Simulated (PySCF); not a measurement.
## `N#CC=C=CC#N`, C5H2N2

Molfile (atoms numbered from 1):
```
C5H2N2
     RDKit          3D

  9  8  0  0  0  0  0  0  0  0999 V2000
   -3.1422    1.0140   -0.5441 N   0  0  0  0  0  0  0  0  0  0  0  0
   -2.2801    0.3056   -0.2619 C   0  0  0  0  0  0  0  0  0  0  0  0
   -1.2391   -0.5903    0.1078 C   0  0  0  0  0  0  0  0  0  0  0  0
   -0.0263   -0.4926   -0.3601 C   0  0  0  0  0  0  0  0  0  0  0  0
    1.1870   -0.4293   -0.8327 C   0  0  0  0  0  0  0  0  0  0  0  0
    2.2176    0.3210   -0.2020 C   0  0  0  0  0  0  0  0  0  0  0  0
    3.0714    0.9178    0.2874 N   0  0  0  0  0  0  0  0  0  0  0  0
   -1.4866   -1.3821    0.8111 H   0  0  0  0  0  0  0  0  0  0  0  0
    1.4429   -0.9641   -1.7445 H   0  0  0  0  0  0  0  0  0  0  0  0
  1  2  3  0
  2  3  1  0
  3  4  2  0
  4  5  2  0
  5  6  1  0
  6  7  3  0
  3  8  1  0
  5  9  1  0
M  END
```

Computed with PySCF, TDDFT CAM-B3LYP/def2-TZVPD circular dichroism and optical rotation, one conformer, gas phase. Geometry: PBE0-D3(BJ)/def2-TZVP.

No stereocentre is labelled: unless the shape is locked (an allene, a helicene, a hindered biaryl), the mirror image is equally populated and a measured rotation or CD is zero. Singlets 3 and 4, 5 and 6 lie within 0.01 eV of each other, so their separate moments and overlaps can depend on how they mix.

Q: Draw the ECD and absorption spectra from the lowest 12 states, each a Gaussian of half-width 0.2 eV at 1/e height.

A: 
```tsv
E (eV)	λ (nm)	Δε (L mol⁻¹ cm⁻¹)	ε (L mol⁻¹ cm⁻¹)
4.85	256	0.00	0.133
4.95	251	-0.03	1.26
5.05	246	-0.19	7.26
5.15	241	-0.66	25.3
5.25	236	-1.40	53.7
5.35	232	-1.81	69.2
5.45	228	-1.44	54.3
5.55	223	-0.71	26.1
5.65	220	-0.22	7.84
5.75	216	-0.05	1.94
5.85	212	0.00	10.8
5.95	208	+0.06	161
6.05	205	+0.54	1490
6.15	202	+3.09	8310
6.25	198	+10.82	28200
6.35	195	+23.60	58100
6.45	192	+32.63	72600
6.55	189	+29.29	55000
6.65	187	+17.49	25400
6.75	184	+7.03	7110
6.85	181	+1.89	1220
6.95	178	+0.38	138
7.05	176	+0.30	55.9
7.15	173	+0.90	131
7.25	171	+1.74	222
7.35	169	+1.99	262
7.45	166	+1.40	494
7.55	164	+2.02	2100
7.65	162	+9.51	7240
```
Δε uses R in velocity form, ε uses f in length form. Only the states computed contribute, so the short-wavelength end is incomplete.
